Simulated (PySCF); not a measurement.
**Polarisability and C₆ of Zr⁺ (zirconium, charge +1)**

[Kr] 4d2 5s1, high-spin 4F determinant. Calculation: PySCF 2.14, in aug-cc-pwCVTZ-DK with one added diffuse shell each of s, p, d, f, g type (12s11p9d5f4g, 161 functions); the spin-free X2C one-electron Hamiltonian (Gaussian nucleus). Coupled (time-dependent) response in atomic units; α is the mean over directions.

```csv
method,mean α (bohr³),C₆ (like pair),S(−4)
PBE,56.96,483.1,2003
```

S(−4) is the Cauchy moment in α(ω) = α(0) + S(−4) ω² + …

Spin-orbit coupling is absent.

α(iu) at PBE:

```csv
u (hartree),α(iu) (bohr³)
0,56.96
0.0500,52.43
0.100,42.79
0.200,26.44
0.300,17.75
0.500,10.24
0.750,6.522
1.00,4.668
1.50,2.792
2.00,1.861
3.00,0.9931
5.00,0.4255
```

A single London oscillator, α(iu) = α/(1 + u²/ω²), gives C₆ = (3/4) ω α². Matching the computed C₆ needs ω = 4 × 483.1 / (3 × 56.96²) = 0.199 hartree.

For an ion, C₆ is the dispersion term alone; charge-induced terms of lower order in 1/R come first.
